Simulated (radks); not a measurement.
The mean radii <r> (bohr) of the occupied orbitals of an atom or ion are listed with their occupations. All-electron calculation, scalar-relativistic Kohn-Sham, LDA (Slater exchange, Perdew-Wang correlation), spin-polarised, spherical densities, finite nucleus; Fermi nuclear charge, rms radius of each element as measured or else 0.836 A^(1/3) + 0.57 fm. Program: a radial shooting solver on a logarithmic mesh with Libxc functionals.

| orbital | occ. | <r> |
|---|---|---|
| 1s up | 1 | 0.01775 |
| 1s down | 1 | 0.01775 |
| 2s up | 1 | 0.07495 |
| 2s down | 1 | 0.07495 |
| 2p up | 3 | 0.06729 |
| 2p down | 3 | 0.06729 |
| 3s up | 1 | 0.1941 |
| 3s down | 1 | 0.1941 |
| 3p up | 3 | 0.1947 |
| 3p down | 3 | 0.1946 |
| 3d up | 5 | 0.1763 |
| 3d down | 5 | 0.1763 |
| 4s up | 1 | 0.4321 |
| 4s down | 1 | 0.4321 |
| 4p up | 3 | 0.4597 |
| 4p down | 3 | 0.4597 |
| 4d up | 5 | 0.4894 |
| 4d down | 5 | 0.4891 |
| 5s up | 1 | 1.005 |
| 5s down | 1 | 0.9989 |
| 4f up | 7 | 0.5576 |
| 4f down | 7 | 0.5540 |
| 5p up | 3 | 1.162 |
| 5p down | 3 | 1.154 |
| 5d up | 5 | 1.602 |

Name the element and its charge. Open shells, if any, are filled with parallel spins first.

Answer. Z = 76, osmium, charge +3: Os3+ in [Xe] 4f14 5d5. The 1s radius gives Z: for a bare nucleus <r> = (2 gamma + 1)/(2Z) with gamma = sqrt(1 - (Z/c)^2), 0.01753 bohr for Z = 76, and screening makes it slightly larger (0.01775 here). The occupations add up to 73, and the charge is Z minus that.
